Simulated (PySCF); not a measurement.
La(SMe)3, C3H9LaS3.
Bonds: La1–S2, La1–S7, La1–S12, S2–C3, S7–C8, S12–C13. Hydrogens: H4, H5, H6 on C3; H9, H10, H11 on C8; H14, H15, H16 on C13.

Level of theory: PySCF 2.14.0, PBE0-D3(BJ)/def2-SVP geometry optimisation, gas phase, def2 core potentials past Kr.

(1) List the bond lengths, angles and torsions at this level.

Answers

(1) 
```tsv
bond	length (Å)
La1–S2	2.687
La1–S7, La1–S12	2.675
S2–C3, S7–C8, S12–C13	1.829
C3–H4 and 8 like bonds	1.099
```

Bonds in one row agree within 0.01 Å and their mean is given. A selection of angles:
```tsv
angle	degrees
S2–La1–S7	103.3
S2–La1–S12	104.8
La1–S2–C3	102.9
S2–C3–H4	111.2
S2–C3–H5	108.2
H4–C3–H5	108.0
H4–C3–H6	108.8
La1–S7–C8	113.3
S7–C8–H10	108.7
La1–S12–C13	109.1
```

Dihedral angles: S7–La1–S2–C3 -28° (synperiplanar); S2–La1–S7–C8 119° (anticlinal); S2–La1–S12–C13 -3° (synperiplanar). The mirror-image conformer, all signs reversed, is as good.

Of the pairs four or more bonds apart, S2···H14 is among the closest relative to their van der Waals radii: 3.13 Å, 104 % of the sum of Bondi's values. La1 (lanthanum bonded to 3 S) is pyramidal (angles 104.8°, 103.3° and 103.1°, sum 311.2°, 1.12 Å off the plane of its three neighbours). S2 (sulfur bonded to C and La) is bent (angle 102.9°).

Point group: C1 (no symmetry element, even within 0.4 Å). No PBE0-D3(BJ)/def2-SVP frequencies stand behind this structure, so it isn't proved a minimum. The numbers are those of one conformer.
